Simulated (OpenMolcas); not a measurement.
Pt2+ with its 8 nearest fluoride ions at 2.334 Å, on the Sr site of SrF2 (a = 5.796 Å, distance in the model lattice 2.510 Å). The rest of the host is ab initio model potentials to 7.6 Å and point charges beyond; the distance is set by hand and nothing relaxes. Ligand basis ANO-RCC-VDZP.

```json
{
 "Program": "OpenMolcas",
 "Method": "SS-CASPT2, IPEA 0.25 Eh, imaginary shift 0.1 Eh (closed shells correlated: 5s 5p and the ligand valence shells)",
 "Basis": "ANO-RCC-VTZP [8s7p5d3f1g]",
 "Scalar Hamiltonian": "DKH2, point nucleus",
 "Active space": "8 electrons in 5 orbitals (5d)",
 "State averaging": "2S+1 = 3 even, 10 roots; 2S+1 = 1 even, 15 roots",
 "Spin-orbit coupling": "RASSI with atomic mean-field integrals over the reference wave functions"
}
```

(1) What is the spin-free ground state (labels of O, the rotations of Oh)?

(2) Where is the first state of the same spin?

(3) What are the lowest two levels with spin-orbit coupling?

(4) What is χT at 300 K, and how does it compare with the textbook value?

(5) Which ligand-field parameters describe the states?

## Answers

(1) 3T1, 3-fold in its orbital part, 97 % from free-ion F terms; it has the highest spin that d8 allows.

(2) 3T2 at 8170 cm-1 above the ground state.

(3) A 1-fold level A1, then a 3-fold level T1 1930 cm-1 above it. Their leading multiplicities are 3 (97 %) and 3 (97 %).

(4) The lowest level has 2S+1 = 3, for which the spin-only value is χT = S(S+1) / 2 = 1.000 cm3 K/mol (g = 2). The computed 0.741 at 300 K differs by -0.259, through orbital momentum, spin-orbit coupling and any other state in reach. With a threefold ground state the orbital momentum is unquenched, so the spin-only value is not expected to hold.

(5) A least-squares ligand-field fit to the states below 45000 cm-1, each weighted by its degeneracy and with a free common offset, gives 10Dq = -9916 cm-1 (negative for this site), B = 546 cm-1 and C = 2815 cm-1 (C/B = 5.16), with an rms deviation of 374 cm-1. The same method and metal basis give the free ion B = 677 cm-1 (fit to its terms below 60000 cm-1, rms deviation 447 cm-1), so the nephelauxetic ratio is β = 546 / 677 = 0.81; it hangs on how both fits weigh the states, and computed free-ion B values tend to be too large, so β mixes covalency with correlation.

Roots that are degenerate in the reference are averaged as groups; the widest CASPT2 spread within a group is 440 cm-1 (the 3-fold group of multiplicity 1 near 20800 cm-1 above the lowest state of its run). Shifts and gaps below about the spread of the groups concerned are not significant. Over all roots computed the reference weight is 0.67 to 0.68; a low but even weight reflects the number of correlated electrons. Real 4d8 and 5d8 ions are as a rule square planar and diamagnetic. Ligand-to-metal charge-transfer states are missing. With no ligand orbital active B as a rule stays too high, so bands that hang on it stand too high and its fall with covalency is understated. With one d shell and no ligand orbital active, 10Dq can be off by a tenth or more. Free-ion shares, where given, are those of the reference states; single-state CASPT2 does not remix them. No measured value stands beside these numbers; the geometry was set by hand and not optimised.
